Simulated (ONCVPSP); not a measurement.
# Transferability test, ONCV potential for boron (B)

* Element: boron
* Generator: ONCVPSP 4.0.1
* Type: optimised norm-conserving Vanderbilt (ONCV)
* Functional: PBE
* Relativity: scalar-relativistic
* Frozen core: [He]
* Valence charge: 3
* Reference configuration: 2s2 2p1
* Partial waves: 2s: rc 1.05 bohr, ncon 5, nbas 10, qcut 7.2 1/bohr, 2 projectors, debl 1.6 Ha; 2p: rc 3.95 bohr, ncon 4, nbas 9, qcut 4.4 1/bohr, 2 projectors, debl 2.2 Ha
* Local potential: polynomial inside 0.95 bohr (lpopt 5, dvloc0 0 Ha)
* Core correction: none

Energies are relative to the spin-unpolarised reference configuration 2s2 2p1; without spin polarisation the order of configurations can differ from experiment.

| valence configuration | charge | ΔE all-electron (eV) | error AE − PS (meV) |
| --- | --- | --- | --- |
| 2s2 2p0 | +1 | 8.219 | +183 |
| 2s2 2p0.5 | +0.5 | 2.887 | +28 |

(1) What are ΔE and the potential's error for 2s1 2p1?

(2) What are ΔE and the potential's error for 2s1 2p0?

Levels in the configuration 2s1 2p0:

| level | all-electron (eV) | pseudo (eV) |
| --- | --- | --- |
| 2s | -31.475 | -31.039 |

Note: ghosts flagged at negative energy: s at -131.7 eV; no localised positive-energy state flagged. A true bound ghost makes a file unfit for plane-wave use.

## Answers

(1) ΔE = 14.361 eV all-electron; the error (AE − PS) is -82 meV.

(2) ΔE = 33.642 eV all-electron; the error (AE − PS) is +528 meV.
